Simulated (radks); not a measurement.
Task: The mean radii <r> (bohr) of the occupied orbitals of an atom or ion are listed with their occupations. Method: Dirac Kohn-Sham, PBE, spin-unpolarised, spherical densities, finite nucleus; Fermi nuclear charge, rms radius of each element as measured or else 0.836 A^(1/3) + 0.57 fm; computed with a radial shooting solver on a logarithmic mesh with Libxc functionals.

orbital  occ.      <r>
1s1/2       2  0.01804
2s1/2       2  0.07559
2p1/2       2  0.06246
2p3/2       4  0.07054
3s1/2       2   0.1969
3p1/2       2   0.1870
3p3/2       4   0.2019
3d3/2       4   0.1765
3d5/2       6   0.1811
4s1/2       2   0.4405
4p1/2       2   0.4450
4p3/2       4   0.4784
4d3/2       4   0.4933
4d5/2       6   0.5047
5s1/2       2    1.024
5p1/2       2    1.111
4f5/2       6   0.5726
5p3/2       4    1.198
4f7/2       8   0.5810
5d3/2       2    1.515

Name the element and its charge. Open shells, if any, fill j = l - 1/2 first.

Result: Z = 75, rhenium, charge +5: Re5+ in [Xe] 4f14 5d2. The 1s radius gives Z: for a bare nucleus <r> = (2 gamma + 1)/(2Z) with gamma = sqrt(1 - (Z/c)^2), 0.01783 bohr for Z = 75, and screening makes it slightly larger (0.01804 here). The occupations add up to 70, and the charge is Z minus that.
